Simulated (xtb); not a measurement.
C3H8NO, SMILES C[NH+](C)C=O, charge +1. All values are semi-empirical tight-binding results from xtb (GFN2-xTB unless named), good for trends rather than for accurate numbers. Geometry: GFN2-xTB. The isomer is the one that the SMILES or the coordinates give; other isomers of the formula were not compared. One conformer was computed; it need not be the lowest.

* **orbital gap**: 4.37 eV
* **zero-point energy**: 69.7 kcal/mol
* **G − E(el) at 298.15 K (modified RRHO)**: 51.2 kcal/mol
* **static polarisability (D4 model)**: 49.2 bohr³
* **solvation energy, GFN2-xTB/ALPB(water)**: -62.2 kcal/mol
* **solvation energy, GFN2-xTB/ALPB(benzene)**: -49.1 kcal/mol

Q: Give the IR lines (harmonic; lines under 4 % of the strongest left out, lines within 3 cm⁻¹ merged). (An estimate is asked for; the answer gives what the named calculation found.)

A: ν (cm⁻¹): 744 (s), 900 (m), 996 (w), 1091 (w), 1226 (w), 1251 (w), 1290 (w), 1405 (w), 1417 (w), 1434 (w), 1450 (m), 1455 (w), 1885 (vs), 3173 (m) (against the strongest line: vs over 80 %, s over 45 %, m over 15 %, w over 4 %, vw less)
